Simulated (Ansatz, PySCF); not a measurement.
silene (CH₄Si), SMILES C=[SiH2]. Atoms are numbered in the order given.

```xyz
6

C      0.0000     0.0000    -1.1519
Si     0.0000     0.0000     0.5501
H      0.0000    -0.9164    -1.7308
H      0.0000     0.9164    -1.7308
H      0.0000     1.2457     1.3447
H      0.0000    -1.2457     1.3447
```
Charge 0, spin multiplicity 1.

Geometry optimised at r2SCAN-D4/def2-TZVP.

Two levels are set side by side: PBE-D3(BJ)/def2-TZVP (Ansatz, a quantum-chemistry and plane-wave program) and r2SCAN-D4/def2-TZVP (Ansatz). Each level has its own optimised geometry; the coordinates shown are those of the second. Frequencies come from the Hessian of PySCF at each geometry. Differences are taken from unrounded values.

```csv
quantity,r2SCAN-D4,PBE-D3(BJ),PBE-D3(BJ) minus r2SCAN-D4
mean bond length (Å),1.365,1.374,0.009
bond C1–Si2 (Å),1.702,1.713,0.011
bond C1–H3 (Å),1.084,1.091,0.007
bond C1–H4 (Å),1.084,1.091,0.007
bond Si2–H5 (Å),1.478,1.487,0.010
bond Si2–H6 (Å),1.478,1.487,0.010
highest harmonic wavenumber (cm⁻¹),3244,3178,-66
mean harmonic wavenumber (cm⁻¹),1459,1419,-40
zero-point energy (kcal/mol),25.03,24.35,-0.68
```
